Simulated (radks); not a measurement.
Ionisation of neutral bismuth, [Hg] 6p3, to [Hg] 6p2 as the strength of local exchange is varied. Method: scalar-relativistic Kohn-Sham, Slater X-alpha exchange (alpha = 2/3 is LDA exchange), no correlation, spin-polarised, spherical densities, finite nucleus; open shells are filled with parallel spins first (spin-orbit coupling, left out, can overturn this in heavy ions); Fermi nuclear charge, rms radius 5.5211 fm; computed with a radial shooting solver on a logarithmic mesh with Libxc functionals.

[
 {"alpha": "0.599", "E(Bi) (hartree)": "-21465.9826", "exchange (hartree)": "-335.7324", "IE (eV)": "7.262", "-e of the level emptied (eV)": "4.035 (6p)", "<r> of it (bohr)": "3.154"},
 {"alpha": "0.667", "E(Bi) (hartree)": "-21504.3702", "exchange (hartree)": "-374.5389", "IE (eV)": "7.875", "-e of the level emptied (eV)": "4.581 (6p)", "<r> of it (bohr)": "3.079"},
 {"alpha": "0.695", "E(Bi) (hartree)": "-21520.1976", "exchange (hartree)": "-390.5589", "IE (eV)": "8.135", "-e of the level emptied (eV)": "4.814 (6p)", "<r> of it (bohr)": "3.050"},
 {"alpha": "0.907", "E(Bi) (hartree)": "-21640.4245", "exchange (hartree)": "-512.6272", "IE (eV)": "10.214", "-e of the level emptied (eV)": "6.719 (6p)", "<r> of it (bohr)": "2.855"},
 {"alpha": "0.934", "E(Bi) (hartree)": "-21655.7860", "exchange (hartree)": "-528.2717", "IE (eV)": "10.494", "-e of the level emptied (eV)": "6.978 (6p)", "<r> of it (bohr)": "2.833"}
]

NIST Atomic Spectra Database: 7.286 eV (measured). The Delta-SCF value meets it near alpha = 0.60. Open shells are spherical and high-spin; term and fine-structure splittings are not resolved. Spin-orbit splitting is averaged out at the scalar-relativistic level.
